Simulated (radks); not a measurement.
The numbers below are computed, except where a source is named.
Spherical quantum dot in the effective-mass picture: electrons in a parabolic well V = omega^2 r^2 / 2 with omega = 1.68, with a point charge +1 (a donor) at the centre, all in effective atomic units (hartree* = m*/eps^2 hartree, bohr* = eps/m* bohr), one dielectric constant everywhere. Level of theory: non-relativistic Kohn-Sham, exchange-only LDA, spin-polarised, spherical densities (a radial shooting solver with Libxc functionals). Levels are named by radial order and angular momentum (1s, 1p, 1d, 2s, ...), and open shells are averaged over m. Results are scaled to m* = 0.069 and eps = 13.9, for which hartree* = 9.718 meV and bohr* = 10.66 nm.

N = 7, configuration 1s2 1p(up 3, down 2). This is the lowest configuration that the search found. Occupied and some empty levels:

level    occupation  eigenvalue (meV)  <r> (nm)
1s up             1            61.174     9.452
1s down           1            61.719     9.423
1p up             3            76.402     13.52
1p down           2            77.007     13.54
2s up             0            87.879     14.32
2s down           0            88.299     14.36
1d up             0            90.100     16.07
1d down           0            90.652     16.12
1f up             0            104.08     18.12
1f down           0            104.55     18.17

Energy (meV): total 333.789, kinetic 109.49, external 74.953, Hartree 183.81, exchange-correlation -34.470.

Electron density:

r (nm)  n(r) (e/nm^3)
1.19        0.0009997
3.19        0.0007622
5.18        0.0006352
7.18        0.0005488
9.17        0.0004621
11.2        0.0003627
13.2        0.0002581
15.1        0.0001639
17.1       0.00009201
19.1       0.00004540
21.1       0.00001956
23.1        7.410e-06
25.1        2.461e-06
